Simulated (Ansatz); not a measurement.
Reaction (ligand exchange at a B–C bond): `BC=C=C=C` + `N=C(F)S` → `B/N=C(/F)S` + `C=C=C=C`

Program: Ansatz. Geometries: PBE0-D4/def2-TZVP. ΔE: electronic, gas phase. CBS: MP2 limit from def2 TZ/QZ plus the TZ coupled-cluster correction, frozen cores. Functionals use def2-TZVPP. B3LYP here is the variant with VWN-RPA as its local correlation; programs differ in this. One conformer a species, not always the lowest.

**Question.** Is it downhill or uphill in electronic energy at CCSD(T)/CBS, and by how much? (Best estimate.)

**Answer.** Ansatz gave: Downhill: ΔE = -0.78 eV.

**Question.** What do these levels give: r2SCAN-D4, B3LYP-D4, LC-ωPBE, MP2/def2-TZVPP, HF/def2-QZVPP, MP2/CBS(def2)? (Best estimate.)

**Answer.** The calculation gave: r2SCAN-D4 -0.84, B3LYP-D4 -0.88, LC-ωPBE -0.88, MP2/def2-TZVPP -0.77, HF/def2-QZVPP -0.72, MP2/CBS(def2) -0.77 eV.

Largest T1 diagnostic among the species: 0.015.

Leaving LDA and LC-ωPBE aside and taking each functional with its dispersion term where it has one, the values, not all of them listed here, spread over 0.11 eV, from CAM-B3LYP-D4 to PBE-QIDH. LDA lies −0.12 eV from PBE without D4. From BLYP to BHLYP (50 % exact exchange), in def2-TZVPP and without D4, ΔE moves by +0.07 eV.
